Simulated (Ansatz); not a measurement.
One change: `N[Si@H](Cl)O[Si@@H](N)O` becomes `CO[SiH](N)Cl`.

Ansatz, PBE0-D4/def2-TZVP geometries, multiplicity 1. Each molecule was computed in one conformer, which needn't be the lowest.

```
                                          property  `N[Si@H](Cl)O[Si@@H](N)O`
  size of the dipole moment (B3LYP/def2-TZVPP) / D                       0.95
                HOMO energy (PBE0/def2-TZVPP) / eV                      -7.64
               LUMO energy (B3LYP/def2-TZVPP) / eV                       0.52
size of the dipole moment (ωB97M-V/def2-TZVPP) / D                       0.94
             LUMO energy (ωB97M-V/def2-TZVPP) / eV                       2.27
                 HOMO energy (PBE/def2-TZVPP) / eV                      -6.17
```

Q: What does the change do to each property? (Best estimate.)

A: The calculation gave: 
| property | `CO[SiH](N)Cl` | shift |
| --- | --- | --- |
| size of the dipole moment (B3LYP/def2-TZVPP) / D | 1.65 | 0.70 |
| HOMO energy (PBE0/def2-TZVPP) / eV | -8.01 | -0.37 |
| LUMO energy (B3LYP/def2-TZVPP) / eV | 0.53 | 0.01 |
| size of the dipole moment (ωB97M-V/def2-TZVPP) / D | 1.65 | 0.71 |
| LUMO energy (ωB97M-V/def2-TZVPP) / eV | 2.31 | 0.04 |
| HOMO energy (PBE/def2-TZVPP) / eV | -6.52 | -0.35 |

Dipoles are sizes alone; their direction can turn.

B3LYP here is the variant with VWN-RPA as its local correlation; programs differ in this.
